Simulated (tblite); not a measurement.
Species: C4H10O2Si3.
Cartesian coordinates in Å at the GFN2-xTB level; atoms count from 1:
```xyz
19
C4H10O2Si3 angstrom
C      2.4255   -0.6993   -0.8745
C      1.0064   -0.2416   -0.6927
O      0.1151   -0.5784   -1.4659
C      0.7067    0.6099    0.4513
Si    -0.2380   -0.6081    1.6803
Si    -2.1609   -0.8894    0.3827
Si    -1.8112    0.9823   -0.9565
C     -0.3092    1.6458    0.0672
O     -0.2332    2.7837    0.4713
H      2.8103   -1.1049    0.0588
H      3.0431    0.1547   -1.1505
H      2.4832   -1.4490   -1.6596
H      1.5884    1.0403    0.9244
H      0.7590   -1.6667    1.9161
H     -0.2441    0.1495    2.9372
H     -3.3422   -0.8942    1.2660
H     -2.1942   -2.2215   -0.2327
H     -2.8268    2.0320   -0.7347
H     -1.5877    0.9639   -2.3956
```

Computed values, GFN2-xTB/tblite, gas phase, harmonic and unscaled. Errors from tens to a few hundred cm⁻¹ against measured bands are possible. Modes of hydrogen on silicon can be 10 to 20 % off. One conformer, not necessarily the lowest.

Harmonic wavenumbers (cm⁻¹): 72.4, 74.9, 101.1, 105.0, 128.2, 154.6, 219.2, 284.6, 317.7, 363.4, 367.2, 385.9, 414.9, 430.3, 440.2, 478.4, 486.6, 518.4, 539.9, 566.4, 576.0, 600.1, 638.3, 664.6, 678.5, 696.4, 819.8, 834.7, 871.5, 954.1, 981.9, 988.2, 1040.7, 1092.6, 1166.0, 1308.9, 1369.3, 1450.5, 1456.4, 1638.6, 1716.6, 2130.9, 2141.6, 2170.5, 2201.6, 2230.6, 2300.7, 2977.4, 3012.5, 3028.8, 3050.3.

A = 1182, B = 969.7, C = 852.2 MHz; mass 173.999 u (most abundant isotopes); point group C1, symmetry number 1.

**Question.** Zero-point energy?

**Answer.** Half the sum of the wavenumbers: 26619 cm⁻¹ = 318.43 kJ/mol.

**Question.** What is S at 298.15 K and 1 bar for an ideal gas of classical rigid rotors and harmonic oscillators?

**Answer.** Translation 173.20, rotation 126.26, vibration 157.45: S = 456.9 J/(mol K).

**Question.** And Cp and H(298.15 K) − H(0)?

**Answer.** Cp = 207.79 J/(mol K), of which vibrations give 174.53 (their classical limit is 51 R = 424.0); H(298.15 K) − H(0) = 35.95 kJ/mol without the zero-point energy, 26.03 from vibrations.

**Question.** How do the functions run with temperature in this model?

**Answer.** 
| T (K) | S (J/(mol K)) | Cp (J/(mol K)) | H − H(0) (kJ/mol) | G − H(0) (kJ/mol) | ln q(vib) |
| --- | --- | --- | --- | --- | --- |
| 50 | 252.3 | 59.1 | 2.11 | -10.51 | 0.40 |
| 100 | 302.7 | 89.6 | 5.83 | -24.44 | 1.75 |
| 373.15 | 507.1 | 239.7 | 52.77 | -136.46 | 11.07 |
| 500 | 583.4 | 281.4 | 85.95 | -205.73 | 15.40 |
| 750 | 708.9 | 336.9 | 163.80 | -367.84 | 23.28 |
| 1000 | 810.9 | 371.9 | 252.71 | -558.22 | 30.28 |

q(vib) and H(0) count from the zero-point level.

**Question.** Which modes carry the vibrational entropy at 298.15 K?

**Answer.** 72.4 cm⁻¹: 17.10; 74.9 cm⁻¹: 16.82; 101.1 cm⁻¹: 14.36; 105.0 cm⁻¹: 14.06; 128.2 cm⁻¹: 12.44; 154.6 cm⁻¹: 10.94 J/(mol K); the other 45 give 71.73 together.

Hindered rotation and anharmonicity are outside this model. Other conformers, if any are populated, would add a mixing term that is left out. The structure is chiral; the term R ln 2 for an equal mix with its mirror image is left out.

Time: 1.1 s of wall time. Hardware: an Arm Neoverse V1 with one thread, on a shared host. The figure is for the frequency step alone.
